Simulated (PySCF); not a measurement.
# Electron affinity of Zr by level of theory

Zr⁻ [Kr] 4d3 5s2 (4F) → Zr [Kr] 4d2 5s2 (3F), as a difference of total energies. Calculation: PySCF 2.14, in aug-cc-pwCVTZ-DK with one added diffuse shell each of s, p, d, f, g type (12s11p9d5f4g, 161 functions); scalar relativity by spin-free X2C-1e. The calculations carry no spin-orbit coupling.

| method | electron affinity (eV) |
| --- | --- |
| UHF | -0.117 |
| BHandHLYP | 0.183 |
| TPSSh | 0.693 |

The reference lies between the lowest fine-structure levels, while these numbers refer to the centres of the terms.

A negative affinity means that the anion lies above the atom at that level of theory.

In the anion the highest occupied orbital energy is positive at BHandHLYP, TPSSh, a self-interaction effect; the basis confines that electron, and the energy difference can still be sensible.

For comparison: 0.433 eV (measured; photodetachment measurements, as compiled on the Wikipedia data page of electron affinities).
